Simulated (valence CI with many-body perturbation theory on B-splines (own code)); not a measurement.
## Hyperfine factors and g values of Bi⁷⁸⁺

Computed by valence CI with perturbative core correlation (CI+MBPT): three valence electrons over a frozen Dirac-Fock core [He], radial functions for each j: 11 s, 11 p, 9 d, 7 f, 5 g, 2 h, 1 i, with the one-electron correlation potential Σ1 (screened to all orders), the two-electron term Σ2, the three-electron term Σ3, Breit, model QED; selected single and double excitations, second order for the rest (own B-spline code, finite nucleus).

The last digits are not significant, and no measured levels were compared; by estimate large intervals hold to a few tenths of a per cent, small ones and those within an open d or f shell to about a per cent.

A/g_I is the dipole constant over the nuclear g factor μ/I (μ in nuclear magnetons, uniformly magnetised nucleus), B/Q the quadrupole constant per barn. Both hold the static response of the core; the bare values leave it out. Large factors of s and p1/2 electrons are usually good to 5 to 10 %; those of open d and f shells near neutrality can be off by tens of per cent, and small factors of p3/2, d and f electrons come from cancelling terms and can be off by a factor of two or in sign, in half-filled shells by more. B is blank for J = 1/2, where it vanishes, and for nearly pure S terms. Energies count from the lowest level.

Levels are named by their leading jj configuration (3d3/2^4 stands for four electrons in 3d with j = 3/2), which in mixed levels can hold well under half, so a name can repeat and another be missing. Letters in brackets count levels of one name in rising energy.

```csv
Level,E (eV),g,A/g_I (MHz),A/g_I bare,B/Q (MHz/b),B/Q bare
(2s^2 2p1/2) J=1/2,0,0.600,1.36e+07,1.36e+07,,
(2s 2p1/2^2) J=1/2,334,1.987,4.04e+07,4.00e+07,,
(2s^2 2p3/2) J=3/2,2492,1.287,1250000,1270000,2520000,2530000
(2s 2p1/2 2p3/2) J=3/2 [a],2728,1.603,9360000,9300000,1980000,1980000
(2s 2p1/2 2p3/2) J=5/2,2771,1.288,1.16e+07,1.15e+07,2280000,2290000
(2s 2p1/2 2p3/2) J=1/2,2859,1.275,-1.59e+07,-1.57e+07,,
(2s 2p1/2 2p3/2) J=3/2 [b],2860,0.966,-20800,44100,1210000,1210000
(2p1/2^2 2p3/2) J=3/2,3203,1.296,1170000,1220000,2460000,2460000
(2s 2p3/2^2) J=5/2,5238,1.409,9140000,9090000,232000,232000
(2s 2p3/2^2) J=1/2,5366,1.913,4.08e+07,4.04e+07,,
(2s 2p3/2^2) J=3/2,5367,1.157,-6680000,-6550000,-183000,-183000
(2p1/2 2p3/2^2) J=3/2,5636,1.424,-1310000,-1230000,92100,92200
(2p1/2 2p3/2^2) J=5/2,5658,1.150,3680000,3710000,-6580,-6590
(2p1/2 2p3/2^2) J=1/2,5727,0.600,1.37e+07,1.36e+07,,
(2p3/2^3) J=3/2,8177,1.279,1200000,1250000,-2550000,-2560000
(2s^2 3s) J=1/2,13974,1.975,1.20e+07,1.19e+07,,
(2s^2 3p1/2) J=1/2,14082,0.649,4150000,4140000,,
(2s 2p1/2 3s) J=1/2 [a],14198,2.344,2.34e+07,2.32e+07,,
(2s 2p1/2 3s) J=3/2,14229,1.512,2.21e+07,2.20e+07,-143000,-143000
(2s 2p1/2 3s) J=1/2 [b],14267,0.668,2.08e+07,2.07e+07,,
(2s 2p1/2 3p1/2) J=1/2 [a],14289,0.250,-2180000,-2100000,,
(2s 2p1/2 3p1/2) J=3/2,14320,1.067,1.96e+07,1.94e+07,-139000,-140000
(2s 2p1/2 3p1/2) J=1/2 [b],14377,1.885,4.12e+07,4.08e+07,,
(2p1/2^2 3s) J=1/2,14593,1.976,1.17e+07,1.16e+07,,
(2p1/2^2 3p1/2) J=1/2,14677,0.638,4170000,4150000,,
(2s^2 3p3/2) J=3/2,14817,1.314,391000,400000,792000,793000
(2s^2 3d3/2) J=3/2,14883,0.780,242000,242000,152000,153000
(2s 2p1/2 3p3/2) J=3/2 [a],15040,1.380,1760000,1750000,780000,781000
(2s 2p1/2 3p3/2) J=5/2 [a],15063,1.240,5610000,5570000,430000,431000
(2s 2p1/2 3p3/2) J=3/2 [b],15080,1.235,6160000,6130000,270000,270000
(2s 2p1/2 3p3/2) J=1/2,15084,1.335,-1.74e+07,-1.73e+07,,
(2s 2p1/2 3p3/2) J=5/2 [b],15085,1.242,5620000,5580000,393000,394000
(2s 2p1/2 3d3/2) J=3/2 [a],15093,0.574,-3340000,-3290000,151000,152000
(2s 2p1/2 3d3/2) J=5/2,15128,0.987,1.10e+07,1.09e+07,20900,21700
(2s 2p1/2 3d3/2) J=3/2 [b],15147,1.130,1.09e+07,1.08e+07,133000,133000
(2s 2p1/2 3d3/2) J=1/2,15151,0.443,-1.78e+07,-1.76e+07,,
(2s 2p1/2 3d5/2) J=5/2 [a],15293,1.291,2440000,2410000,167000,169000
(2s 2p1/2 3d5/2) J=7/2,15326,1.210,7870000,7800000,19700,20600
(2s 2p1/2 3d5/2) J=5/2 [b],15339,1.075,898000,900000,248000,249000
(2s 2p1/2 3d5/2) J=3/2,15339,1.131,-1.03e+07,-1.02e+07,101000,102000
```

Take the isotope of mass number 207, with I = 9/2, μ = 4.0729 μN, leaving out the quadrupole term. What is the hyperfine structure of (2p1/2^2 2p3/2) J=3/2?

From the table A = 1060000 MHz. Shifts from the centre of gravity in MHz: F = 3: -8740000, F = 4: -4500000, F = 5: 795000, F = 6: 7160000.
